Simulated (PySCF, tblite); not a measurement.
Isomers of C7H8N2O. Level: GFN2-xTB in tblite, geometry and Hessian alike; calculated harmonic values, unscaled, isolated species. Against measured fundamentals such values can be off by several per cent, at times by over 20. One conformer each.

Electronic energies: PBE0/pcSseg-1 single points on the GFN2-xTB geometries (PySCF, gas phase).

| SMILES | electronic energy, lowest = 0 (kJ/mol) |
| --- | --- |
| CC(=O)c1ccc(C)nn1 | 0.0 |
| C=Cc1nnc(C2CC2)o1 | 111.2 |
| CC(=O)c1cnncc1C | 28.1 |
| C=CCn1nccc1C=O | 53.8 |

**Question.** How do GFN2-xTB zero-point energies change the relative energies?

**Answer.** 
| SMILES | ZPE (kJ/mol) | of it from modes above 1550 cm⁻¹ | electronic (kJ/mol) | with ZPE, lowest = 0 (kJ/mol) | lowest mode (cm⁻¹) | rings |
| --- | --- | --- | --- | --- | --- | --- |
| CC(=O)c1ccc(C)nn1 | 358.2 | 156.4 | 0.0 | 0.0 | 17 | 1 |
| CC(=O)c1cnncc1C | 360.0 | 156.0 | 28.1 | 30.0 | 36 | 1 |
| C=CCn1nccc1C=O | 361.2 | 166.6 | 53.8 | 56.8 | 37 | 1 |
| C=Cc1nnc(C2CC2)o1 | 363.9 | 167.9 | 111.2 | 117.0 | 45 | 2 |

The zero-point energies span 5.7 kJ/mol, from `CC(=O)c1ccc(C)nn1` to `C=Cc1nnc(C2CC2)o1`. The order is unchanged.

**Question.** And how do the electronic energies of GFN2-xTB itself compare?

**Answer.** `CC(=O)c1ccc(C)nn1` 0.0; `CC(=O)c1cnncc1C` 10.9; `C=CCn1nccc1C=O` 36.6; `C=Cc1nnc(C2CC2)o1` 24.9 kJ/mol, lowest = 0. Against the energies above, taken from the same isomer `CC(=O)c1ccc(C)nn1`, the largest difference is 86.3 kJ/mol.
